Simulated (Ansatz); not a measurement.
These are frozen-core CCSD(T)/cc-pVTZ // PBE-D3(BJ)/def2-TZVP run with Ansatz (an electronic-structure program) values and carry that method's errors. The restricted HF reference is unstable towards unrestricted orbitals.

Ansatz 0.2 input:
```yaml
crystal:
  periodic: [false, false, false]
  atoms:
    - { symbol: C, position_ang: [-1.131503, -0.324586, -0.444829] }
    - { symbol: S, position_ang: [-0.066566, -0.509907, 1.017779] }
    - { symbol: C, position_ang: [1.344395, 0.372142, 0.557536] }
    - { symbol: S, position_ang: [2.66734, 0.557134, 1.493222] }
    - { symbol: H, position_ang: [-0.657516, -0.765879, -1.329771] }
    - { symbol: H, position_ang: [-1.371179, 0.730991, -0.620572] }
    - { symbol: H, position_ang: [-2.056521, -0.870662, -0.223087] }
    - { symbol: H, position_ang: [1.271552, 0.810767, -0.450278] }
basis:
  gaussian: { orbitals: cc-pVTZ }
correlation:
  method: ccsd_t
```

Output:

```
Functional definition: HF
1051 factors; integrals over basis functions are off by at most 1.2e-3 eV
mean field evaluation 1: about -23757.7208 eV, gradient 2.3e1 eV
mean field evaluation 2: about -23757.9797 eV, gradient 2.3e1 eV
mean field evaluation 4: about -23759.8054 eV, gradient 4.2e0 eV
mean field evaluation 8: about -23759.8853 eV, gradient 4.7e-1 eV
mean field evaluation 16: about -23759.8880 eV, gradient 1.4e-6 eV
mean field -23759.88798555 eV, -873.1597784386 hartree, gradient 1.4e-6 eV, S^2 0.000000; 0 other end points of the search recorded, 0 dependent functions left out; unrestricted orbitals would lower it
12 core orbitals not correlated
reference -23759.88798555 eV, -873.1597784386 hartree; 12, 12 occupied and 160, 160 virtual orbitals, 1051 factors
second order -18.64061812 eV of doubles, -0.00000000 eV of singles
cycle   1  -19.09131330 eV  change   -4.5e-1 eV  update   1.2e-1
cycle   2  -19.63028961 eV  change   -5.4e-1 eV  update   3.7e-2
cycle   3  -19.77139480 eV  change   -1.4e-1 eV  update   2.1e-2
cycle   4  -19.76168333 eV  change    9.7e-3 eV  update   6.4e-3
cycle   5  -19.75992943 eV  change    1.8e-3 eV  update   3.1e-3
cycle   6  -19.75993796 eV  change   -8.5e-6 eV  update   8.9e-4
cycle   7  -19.75962968 eV  change    3.1e-4 eV  update   3.2e-4
cycle   8  -19.75964303 eV  change   -1.3e-5 eV  update   1.0e-4
cycle   9  -19.75967137 eV  change   -2.8e-5 eV  update   4.3e-5
cycle  10  -19.75966443 eV  change    6.9e-6 eV  update   1.9e-5
perturbative correction -1.02960164 eV, -0.0378371624 hartree
Total energy: -23780.67725163 eV, -873.9237698753 hartree
```

Cost: roughly 70 core-seconds.
